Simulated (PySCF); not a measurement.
Ga(Cl)2(SiH3) (Cl2GaH3Si), SMILES [SiH3][Ga]([Cl])[Cl].

Geometry: PBE-D3(BJ)/def2-SVP. The structure was generated by enumeration; whether it is a known compound was not checked.

All values below come from PBE-D3(BJ)/def2-SVP in PySCF 2.14.0.

Frequencies are harmonic and unscaled.

A small imaginary wavenumber (i) marks a very flat motion, where grid noise or a shallow saddle decides the sign.

Computed vibrational spectrum:
```json
[
 {"mode": "1", "ν (cm⁻¹)": "13i", "IR (km/mol)": "0.0", "moving atoms (share of kinetic energy)": "H 95 %"},
 {"mode": "2", "ν (cm⁻¹)": "78", "IR (km/mol)": "1.3", "moving atoms (share of kinetic energy)": "Cl 36 %, Si 33 %, Ga 17 %, H 14 %"},
 {"mode": "3", "ν (cm⁻¹)": "107", "IR (km/mol)": "5.4", "moving atoms (share of kinetic energy)": "Ga 57 %, Cl 27 %, Si 9 %"},
 {"mode": "4", "ν (cm⁻¹)": "125", "IR (km/mol)": "8.4", "moving atoms (share of kinetic energy)": "Cl 76 %, Ga 15 %"},
 {"mode": "5", "ν (cm⁻¹)": "299", "IR (km/mol)": "2.7", "moving atoms (share of kinetic energy)": "Si 57 %, Cl 32 %"},
 {"mode": "6", "ν (cm⁻¹)": "411", "IR (km/mol)": "55.9", "moving atoms (share of kinetic energy)": "Cl 50 %, Ga 39 %, Si 9 %"},
 {"mode": "7", "ν (cm⁻¹)": "421", "IR (km/mol)": "70.1", "moving atoms (share of kinetic energy)": "Cl 60 %, Ga 38 %"},
 {"mode": "8", "ν (cm⁻¹)": "451", "IR (km/mol)": "4.7", "moving atoms (share of kinetic energy)": "H 87 %, Si 10 %"},
 {"mode": "9", "ν (cm⁻¹)": "478", "IR (km/mol)": "0.0", "moving atoms (share of kinetic energy)": "H 86 %, Si 10 %"},
 {"mode": "10", "ν (cm⁻¹)": "808", "IR (km/mol)": "231.7", "moving atoms (share of kinetic energy)": "H 91 %, Si 9 %"},
 {"mode": "11", "ν (cm⁻¹)": "894", "IR (km/mol)": "32.1", "moving atoms (share of kinetic energy)": "H 98 %"},
 {"mode": "12", "ν (cm⁻¹)": "897", "IR (km/mol)": "31.6", "moving atoms (share of kinetic energy)": "H 97 %"},
 {"mode": "13", "ν (cm⁻¹)": "2161", "IR (km/mol)": "37.0", "moving atoms (share of kinetic energy)": "H 99 %"},
 {"mode": "14", "ν (cm⁻¹)": "2181", "IR (km/mol)": "52.1", "moving atoms (share of kinetic energy)": "H 96 %"},
 {"mode": "15", "ν (cm⁻¹)": "2190", "IR (km/mol)": "54.5", "moving atoms (share of kinetic energy)": "H 96 %"}
]
```
